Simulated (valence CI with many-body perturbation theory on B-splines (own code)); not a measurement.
## Level structure of Eu³¹⁺

Computed by configuration interaction combined with many-body perturbation theory (CI+MBPT): four valence electrons over a frozen Dirac-Fock core [Ar] 3d10, a basis of 11 s, 11 p, 9 d, 7 f, 5 g, 2 h, 1 i functions for each j, with the one-electron correlation potential Σ1 (screened to all orders), the two-electron term Σ2, the three-electron term Σ3, Breit, model QED; selected single and double excitations, second order for the rest (own B-spline code, finite nucleus).

The last digits are not significant, and no measured levels were compared; by estimate large intervals hold to a few tenths of a per cent, small ones and those within an open d or f shell to about a per cent.

Levels 46 to 66 of 66, with energies above the lowest level, (4s^2 4p1/2^2) J=0. "Leading %" is the weight of the configuration and term that name the level; weights of strongly mixed levels are sums over their largest components and can fall short. In the jj column 3d3/2^4 stands for four electrons in 3d with j = 3/2.

| No. | Configuration | Term | J | E (cm⁻¹) | Leading % | Second component | Leading jj |
| --- | --- | --- | --- | --- | --- | --- | --- |
| 46 | 4s 4p2 4d | 5P | 2 | 2173300 | 39 | 23 % 4s 4p2 4d 3D | 4s 4p1/2 4p3/2 4d3/2 (83 %) |
| 47 | 4s 4p2 4d | 5P | 1 | 2178000 | 51 | 20 % 4s 4p2 4d 3P | 4s 4p1/2 4p3/2 4d3/2 (88 %) |
| 48 | 4s 4p2 4d | 3D | 1 | 2189800 | 27 | 24 % 4s 4p2 4d 1P | 4s 4p1/2 4p3/2 4d3/2 (62 %) |
| 49 | 4s 4p2 4d | 3P | 2 | 2194400 | 45 | 9 % 4p4 3P | 4s 4p1/2 4p3/2 4d5/2 (74 %) |
| 50 | 4s 4p2 4d | 5D | 3 | 2199500 | 34 | 25 % 4s 4p2 4d 3F | 4s 4p1/2 4p3/2 4d5/2 (76 %) |
| 51 | 4s 4p2 4d | 3F | 4 | 2242900 | 31 | 22 % 4s 4p2 4d 1G | 4s 4p1/2 4p3/2 4d5/2 (66 %) |
| 52 | 4s 4p2 4d | 3D | 1 | 2243600 | 68 | 13 % 4s 4p2 4d 3P | 4s 4p1/2 4p3/2 4d3/2 (78 %) |
| 53 | 4s 4p2 4d | 3D | 3 | 2253700 | 51 | 27 % 4s 4p2 4d 3F | 4s 4p1/2 4p3/2 4d5/2 (64 %) |
| 54 | 4s 4p2 4d | 1G | 4 | 2261700 | 34 | 28 % 4s 4p2 4d 3G | 4s 4p1/2 4p3/2 4d5/2 (88 %) |
| 55 | 4s 4p2 4d | 3D | 3 | 2262100 | 40 | 19 % 4s 4p2 4d 3F | 4s 4p1/2 4p3/2 4d5/2 (78 %) |
| 56 | 4s 4p2 4d | 3F | 2 | 2267300 | 37 | 11 % 4s 4p2 4d 1D | 4s 4p1/2 4p3/2 4d3/2 (66 %) |
| 57 | 4s 4p2 4d | 3P | 0 | 2283100 | 88 | 6 % 4s2 4d2 3P | 4s 4p1/2 4p3/2 4d3/2 (67 %) |
| 58 | 4s 4p2 4d | 3D | 1 | 2289600 | 72 | 9 % 4s 4p2 4d 1P | 4s 4p1/2 4p3/2 4d5/2 (86 %) |
| 59 | 4s 4p2 4d | 1F | 3 | 2318900 | 33 | 31 % 4s 4p2 4d 3F | 4s 4p1/2 4p3/2 4d5/2 (70 %) |
| 60 | 4s 4p2 4d | 3F | 2 | 2326100 | 30 | 25 % 4s 4p2 4d 3D | 4s 4p1/2 4p3/2 4d5/2 (58 %) |
| 61 | 4s 4p2 4d | 3P | 1 | 2328100 | 42 | 30 % 4s 4p2 4d 3S | 4s 4p1/2 4p3/2 4d5/2 (88 %) |
| 62 | 4s 4p2 4d | 3P | 0 | 2332300 | 51 | 31 % 4s 4p2 4d 1S | 4s 4p1/2 4p3/2 4d5/2 (55 %) |
| 63 | 4s 4p2 4d | 3D | 2 | 2334700 | 54 | 9 % 4s 4p2 4d 1D | 4s 4p1/2 4p3/2 4d5/2 (77 %) |
| 64 | 4s 4p2 4d | 3P | 2 | 2356400 | 32 | 21 % 4s 4p2 4d 1D | 4s 4p1/2 4p3/2 4d5/2 (57 %) |
| 65 | 4s 4p2 4d | 1P | 1 | 2359300 | 35 | 23 % 4s 4p2 4d 3P | 4s 4p1/2 4p3/2 4d3/2 (35 %) |
| 66 | 4s2 4p 4f | 3G | 3 | 2420800 | 56 | 14 % 4s 4p2 4d 3G | 4s^2 4p1/2 4f5/2 (78 %) |

Where two levels of one J and parity lie close, their mixing, g and order are uncertain.
